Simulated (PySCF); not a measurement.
Species: C₄H₈FOP.
Cartesian coordinates in Å at the GFN2-xTB level; atoms count from 1:
```
atom  x, y, z in Å
C1     2.2014   -0.0221    0.2868
O2     1.0710   -0.8110    0.0139
C3     0.4470   -0.4860   -1.1978
P4    -0.4120    1.2036   -1.2116
C5    -1.5581    0.9586   -0.0070
C6    -1.8675   -0.1966    0.8758
F7    -2.3836    2.0124    0.2195
H8     2.5915   -0.3551    1.2463
H9     1.9334    1.0407    0.3465
H10    2.9670   -0.1482   -0.4875
H11   -0.2923   -1.2674   -1.3924
H12    1.1760   -0.4811   -2.0213
H13   -1.0224   -0.8737    0.9437
H14   -2.1202    0.1721    1.8697
H15   -2.7356   -0.7381    0.4935
```

Theory: TDDFT CAM-B3LYP/def2-SVPD, vertical, gas phase, core orbitals frozen in the response (PySCF).

Transition dipole moments from the ground state, in atomic units and in the frame of the coordinates above (overall signs are arbitrary), for the states with f of 0.002 or more among the lowest 8:

```json
{"state": "S1", "E (eV)": "4.428", "μx": "-0.163", "μy": "-0.034", "μz": "-0.157"}
{"state": "S2", "E (eV)": "5.093", "μx": "-1.010", "μy": "-0.162", "μz": "0.883"}
{"state": "S3", "E (eV)": "5.897", "μx": "0.033", "μy": "-0.041", "μz": "-0.173"}
{"state": "S5", "E (eV)": "6.747", "μx": "-0.169", "μy": "-0.029", "μz": "-0.343"}
{"state": "S6", "E (eV)": "6.861", "μx": "0.498", "μy": "-0.291", "μz": "-0.392"}
{"state": "S7", "E (eV)": "7.256", "μx": "-0.077", "μy": "0.067", "μz": "0.101"}
{"state": "S8", "E (eV)": "7.380", "μx": "0.755", "μy": "-0.441", "μz": "-0.293"}
```

Problem. Work out the oscillator strengths.

Solution. f = (2/3) ΔE |μ|² with ΔE in hartree (27.2114 eV).

```csv
state,|μ|² (au),|μ| (D),f
S1,0.052,0.58,0.006
S2,1.826,3.43,0.228
S3,0.033,0.46,0.005
S5,0.147,0.98,0.024
S6,0.486,1.77,0.082
S7,0.021,0.37,0.004
S8,0.851,2.34,0.154
```

Problem. Which bond between heavy atoms lies closest to the direction of the S2 transition dipole?

Solution. P4–C5, at 5° from it; next C5–C6 at 50°.

Problem. What angle do the transition dipoles of S2 and S5 make?

Solution. |cos θ| = |μa·μb| / (|μa| |μb|) = 0.25, so θ ≈ 76° (taken between 0 and 90°, since the signs are arbitrary).

Problem. How is the summed strength of these states shared among x, y and z?

Solution. (2/3) Σ ΔE μα² gives 0.281 for x, 0.054 for y and 0.167 for z, 0.502 in all.

Problem. What peak molar absorption coefficient would the strongest computed level give as a lone Gaussian band 0.5 eV wide at half height?

Solution. ε(max) = 2.175×10⁸ f / FWHM, with the width in cm⁻¹. S2: 2.175×10⁸ × 0.2278 / 4033 ≈ 12000 L mol⁻¹ cm⁻¹.

One conformer stands for the species.
